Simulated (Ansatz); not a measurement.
ClH2SbTe2, SMILES [Sb]([TeH])([Cl])[TeH]. Atoms are numbered in the order given.

```xyz
6

Sb     0.7350     0.8844     0.0000
Cl    -1.0699     2.4986     0.0000
Te    -0.1198    -0.8857    -1.9970
H      0.5623     0.1154    -3.1508
Te    -0.1198    -0.8857     1.9970
H      0.5623     0.1154     3.1508
```

Geometry: B3LYP-D3(BJ)/def2-SVP. The def2 effective core potentials stand for the cores of Sb, Te; spin–orbit coupling is left out.

Two levels are set side by side: PBE-D3(BJ)/def2-SVP (Ansatz, a program for electronic structure) and B3LYP-D3(BJ)/def2-SVP (Ansatz). Each level has its own optimised geometry; the coordinates shown are those of the second. Differences are taken from unrounded values.

```tsv
quantity	B3LYP-D3(BJ)
mean bond length (Å)	2.274
bond Sb1–Cl2 (Å)	2.421
bond Sb1–Te3 (Å)	2.802
bond Sb1–Te5 (Å)	2.802
bond Te3–H4 (Å)	1.673
bond Te5–H6 (Å)	1.673
```

**Question.** What does PBE-D3(BJ) give, and how far is it from B3LYP-D3(BJ)? (The exact figures need the calculation; the answer reports its results.)

**Answer.** 
```
quantity              PBE-D3(BJ)  PBE-D3(BJ) minus B3LYP-D3(BJ)
--------------------  ----------  -----------------------------
mean bond length (Å)       2.279                          0.005
bond Sb1–Cl2 (Å)           2.429                          0.007
bond Sb1–Te3 (Å)           2.801                         -0.002
bond Sb1–Te5 (Å)           2.801                         -0.002
bond Te3–H4 (Å)            1.683                          0.010
bond Te5–H6 (Å)            1.683                          0.010
```

On these quantities the two levels nearly agree.
